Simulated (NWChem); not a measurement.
System: AlH3SO2; SMILES [OH][Al]([OH])[SH]

Input file for NWChem:

```
start job
memory heap 200 mb stack 900 mb global 1100 mb
geometry units angstroms noautosym nocenter noautoz
  Al     0.067362     0.458545     0.000000
  O     -1.201838     1.582197     0.000000
  H     -2.142206     1.402945     0.000000
  O      1.677144     0.989466     0.000000
  H      1.946240     1.909350     0.000000
  S     -0.258609    -1.693644     0.000000
  H      1.070836    -1.939440     0.000000
end
basis spherical
  * library 6-31g*
end
dft
  xc hfexch
  iterations 150
  mulliken
end
task dft energy
esp
  recalculate
  probe 0.07
  range 0.3
  factor 1.0
  spacing 0.02
end
task esp
```

Excerpt of the output:

```
             Northwest Computational Chemistry Package (NWChem) 7.3.0
             --------------------------------------------------------

                             Geometry "geometry" -> ""
                             -------------------------

 Output coordinates in angstroms (scale by  1.889725989 to convert to a.u.)

  No.       Tag          Charge          X              Y              Z
 ---- ---------------- ---------- -------------- -------------- --------------
    1 Al                  13.0000     0.06736200     0.45854500     0.00000000
    2 O                    8.0000    -1.20183800     1.58219700     0.00000000
    3 H                    1.0000    -2.14220600     1.40294500     0.00000000
    4 O                    8.0000     1.67714400     0.98946600     0.00000000
    5 H                    1.0000     1.94624000     1.90935000     0.00000000
    6 S                   16.0000    -0.25860900    -1.69364400     0.00000000
    7 H                    1.0000     1.07083600    -1.93944000     0.00000000

 Effective nuclear repulsion energy (a.u.)     200.4553553636

  xc_inp: hfexch multiplicative factor not found.

                                 NWChem DFT Module
                                 -----------------

 Summary of "ao basis" -> "ao basis" (spherical)
 ------------------------------------------------------------------------------
       Tag                 Description            Shells   Functions and Types
 ---------------- ------------------------------  ------  ---------------------
 Al                          6-31g*                  8       18   4s3p1d
 O                           6-31g*                  6       14   3s2p1d
 H                           6-31g*                  2        2   2s
 S                           6-31g*                  8       18   4s3p1d

            General Information
            -------------------
          SCF calculation type: DFT
          Wavefunction type:  closed shell.
          No. of atoms     :     7
          No. of electrons :    48
           Alpha electrons :    24
            Beta electrons :    24
          Charge           :     0
          Spin multiplicity:     1
          Use of symmetry is: off; symmetry adaption is: off
          Maximum number of iterations: 150
          AO basis - number of functions:    70
                     number of shells:    34
          Convergence on energy requested:  1.00D-06
          Convergence on density requested:  1.00D-05
          Convergence on gradient requested:  5.00D-04

              XC Information
              --------------
                     Hartree-Fock (Exact) Exchange  1.000

      Superposition of Atomic Density Guess
      -------------------------------------

 Sum of atomic energies:        -790.31773374

      Non-variational initial energy
      ------------------------------

 Total energy =    -791.173914
 1-e energy   =   -1492.284084
 2-e energy   =     500.654814
 HOMO         =      -0.342421
 LUMO         =      -0.034253

     ---------------------------------------------
      Total Density - Mulliken Population Analysis
     ---------------------------------------------

    Atom       Charge   Shell Charges
 -----------   ------   -------------------------------------------------------
    1 Al  13    11.59   2.00  2.00  5.97  0.58  0.62  0.10  0.11  0.20
    2 O    8     9.14   2.00  0.93  3.21  0.91  2.09  0.01
    3 H    1     0.44   0.35  0.09
    4 O    8     9.14   2.00  0.93  3.20  0.91  2.08  0.01
    5 H    1     0.44   0.35  0.09
    6 S   16    16.53   2.00  2.00  5.98  1.32  3.13  0.53  1.55  0.02
    7 H    1     0.73   0.39  0.34

   convergence    iter        energy       DeltaE   RMS-Dens  Diis-err
 ---------------- ----- ----------------- --------- --------- ---------
 d= 0,ls=0.0,diis     1   -790.9229060468 -9.91D+02  1.06D-02  9.64D-01
 d= 0,ls=0.0,diis     2   -791.0000235496 -7.71D-02  3.79D-03  3.52D-01
 d= 0,ls=0.0,diis     3   -791.0327460000 -3.27D-02  1.04D-03  4.08D-03
 d= 0,ls=0.0,diis     4   -791.0336784890 -9.32D-04  3.17D-04  1.70D-04
 d= 0,ls=0.0,diis     5   -791.0337376048 -5.91D-05  8.12D-05  1.14D-05
  Resetting Diis
 d= 0,ls=0.0,diis     6   -791.0337415495 -3.94D-06  2.41D-05  1.04D-06
 d= 0,ls=0.0,diis     7   -791.0337418912 -3.42D-07  5.11D-06  1.11D-07

         Total DFT energy =     -791.033741891210
      One electron energy =    -1496.331238582035
           Coulomb energy =      565.789251083063
    Exchange-Corr. energy =      -60.947109755830
 Nuclear repulsion energy =      200.455355363593

 Numeric. integr. density =        0.000000000000

                       DFT Final Molecular Orbital Analysis
                       ------------------------------------

 Vector   22  Occ=2.000000D+00  E=-4.946500D-01
              MO Center=  4.2D-01,  1.2D+00, -7.3D-14, r^2= 2.7D+00
   Bfn.  Coefficient  Atom+Function         Bfn.  Coefficient  Atom+Function
  ----- ------------  ---------------      ----- ------------  ---------------
    39      0.461997  4 O  pz                23     -0.402960  2 O  pz
    43      0.384762  4 O  pz                27     -0.338576  2 O  pz
    17     -0.068264  1 Al d  1

 Vector   23  Occ=2.000000D+00  E=-4.421187D-01
              MO Center= -2.9D-01, -1.4D+00, -4.7D-14, r^2= 2.4D+00
   Bfn.  Coefficient  Atom+Function         Bfn.  Coefficient  Atom+Function
  ----- ------------  ---------------      ----- ------------  ---------------
    58      0.534713  6 S  py                62      0.255933  6 S  py
     8     -0.247178  1 Al py                57      0.241475  6 S  px
    54     -0.206551  6 S  py                56     -0.176839  6 S  s
     6      0.165893  1 Al s                 22      0.162648  2 O  py
    60     -0.141640  6 S  s                 26      0.127109  2 O  py

 Vector   24  Occ=2.000000D+00  E=-3.832922D-01
              MO Center= -2.3D-01, -1.6D+00,  1.9D-15, r^2= 1.8D+00
   Bfn.  Coefficient  Atom+Function         Bfn.  Coefficient  Atom+Function
  ----- ------------  ---------------      ----- ------------  ---------------
    59      0.650468  6 S  pz                63      0.435095  6 S  pz
    55     -0.247301  6 S  pz                 9      0.078480  1 Al pz
    39     -0.062148  4 O  pz                43     -0.059809  4 O  pz
    15     -0.056430  1 Al d -1              23     -0.054890  2 O  pz
    27     -0.052251  2 O  pz                 5     -0.032664  1 Al pz

 Vector   25  Occ=0.000000D+00  E= 9.447341D-02
              MO Center= -1.6D-01,  3.8D-01,  4.5D-11, r^2= 5.8D+00
   Bfn.  Coefficient  Atom+Function         Bfn.  Coefficient  Atom+Function
  ----- ------------  ---------------      ----- ------------  ---------------
    10      1.684031  1 Al s                 60     -0.671146  6 S  s
    24     -0.425260  2 O  s                 62     -0.405853  6 S  py
    40     -0.364196  4 O  s                 12     -0.184207  1 Al py
     6     -0.177780  1 Al s                  2     -0.161948  1 Al s
    56     -0.157176  6 S  s                 11     -0.156252  1 Al px

 Vector   26  Occ=0.000000D+00  E= 1.170416D-01
              MO Center=  6.6D-02,  4.8D-01, -4.4D-11, r^2= 5.9D+00
   Bfn.  Coefficient  Atom+Function         Bfn.  Coefficient  Atom+Function
  ----- ------------  ---------------      ----- ------------  ---------------
    13      1.008167  1 Al pz                63     -0.312127  6 S  pz
    27     -0.225601  2 O  pz                43     -0.225327  4 O  pz
     9      0.205756  1 Al pz                59     -0.181004  6 S  pz
    23     -0.156772  2 O  pz                39     -0.155476  4 O  pz
     5     -0.101272  1 Al pz                55      0.068133  6 S  pz

 Vector   27  Occ=0.000000D+00  E= 1.480608D-01
              MO Center= -4.2D-02,  1.5D-01, -3.3D-13, r^2= 7.4D+00
   Bfn.  Coefficient  Atom+Function         Bfn.  Coefficient  Atom+Function
  ----- ------------  ---------------      ----- ------------  ---------------
    11      0.942915  1 Al px                60      0.926640  6 S  s
    12      0.766844  1 Al py                70     -0.745164  7 H  s
    40     -0.453417  4 O  s                 61      0.368449  6 S  px
     6      0.159795  1 Al s                 10     -0.132032  1 Al s
    26     -0.131376  2 O  py                25     -0.129541  2 O  px

     ---------------------------------------------
      Total Density - Mulliken Population Analysis
     ---------------------------------------------

    Atom       Charge   Shell Charges
 -----------   ------   -------------------------------------------------------
    1 Al  13    11.77   2.00  2.00  5.98  0.50  0.87 -0.00  0.10  0.31
    2 O    8     8.95   2.00  0.87  2.91  0.98  2.17  0.02
    3 H    1     0.52   0.45  0.07
    4 O    8     8.95   2.00  0.87  2.91  0.99  2.17  0.02
    5 H    1     0.52   0.45  0.07
    6 S   16    16.41   2.00  2.00  5.98  1.28  3.04  0.59  1.47  0.05
    7 H    1     0.88   0.48  0.39

     -------------------------------------------
      Total Density - Lowdin Population Analysis
     -------------------------------------------

    Atom       Charge   Shell Charges
 -----------   ------   -------------------------------------------------------
    1 Al  13    12.43   2.00  1.96  5.90  0.42  1.00  0.18  0.41  0.56
    2 O    8     8.58   1.99  0.83  2.79  0.71  2.24  0.02
    3 H    1     0.65   0.43  0.22
    4 O    8     8.58   1.99  0.84  2.79  0.71  2.24  0.02
    5 H    1     0.65   0.43  0.21
    6 S   16    16.24   2.00  1.99  5.90  1.05  2.80  0.60  1.85  0.05
    7 H    1     0.87   0.47  0.40

     Multipole analysis of the density
     ---------------------------------

     L   x y z        total         alpha         beta         nuclear
     -   - - -        -----         -----         ----         -------
     0   0 0 0     -0.000000    -24.000000    -24.000000     48.000000

     1   1 0 0     -0.157353     -1.415922     -1.415922      2.674491
     1   0 1 0      0.554233     -0.487221     -0.487221      1.528675
     1   0 0 1      0.000000      0.000000      0.000000      0.000000

     2   2 0 0    -25.217057    -92.440468    -92.440468    159.663879
     2   1 1 0     -0.152928     -7.409126     -7.409126     14.665325
     2   1 0 1     -0.000000     -0.000000     -0.000000      0.000000
     2   0 2 0    -29.554756   -168.088040   -168.088040    306.621323
     2   0 1 1     -0.000000     -0.000000     -0.000000      0.000000
     2   0 0 2    -26.948431    -13.474215    -13.474215      0.000000

                     NWChem Electrostatic Potential Fit Module
                     -----------------------------------------

 Atom parameters

 Number of atoms is                                    7
 Number of basis functions is                         70

 Grid parameters

 Maximum number of grid points is                  34359
 Number of grid points is                          34358
 Grid range                                     0.300000 nm
 Grid spacing                                   0.020000 nm
 Probe radius                                   0.070000 nm
 Atom radius factor                             1.000000

 Atomic radii

    1    0.100000
    8    0.136000
   13    0.195000
   16    0.174000
 FASTESP  F
  using M.O. file = ./job.movecs

    Atom              Coordinates                           Charge

                                                  ESP

    1 Al    0.006736    0.045855    0.000000    1.259497
    2 O    -0.120184    0.158220    0.000000   -0.914206
    3 H    -0.214221    0.140295    0.000000    0.459062
    4 O     0.167714    0.098947    0.000000   -0.951319
    5 H     0.194624    0.190935    0.000000    0.484137
    6 S    -0.025861   -0.169364    0.000000   -0.558192
    7 H     0.107084   -0.193944    0.000000    0.221020
                                            ------------
                                               -0.000000

 Dipole moment                                  0.537094

 Quadrupole moment Qxx                          6.371906
                   Qyy                        -10.764455
                   Qzz                          4.392549

 RMS deviation kJ/mol                           0.076527

 RRMS %                                        25.980300
```

Level: Hartree-Fock/6-31G* (spherical d). The geometry was optimised at PBE0/def2-SVP.
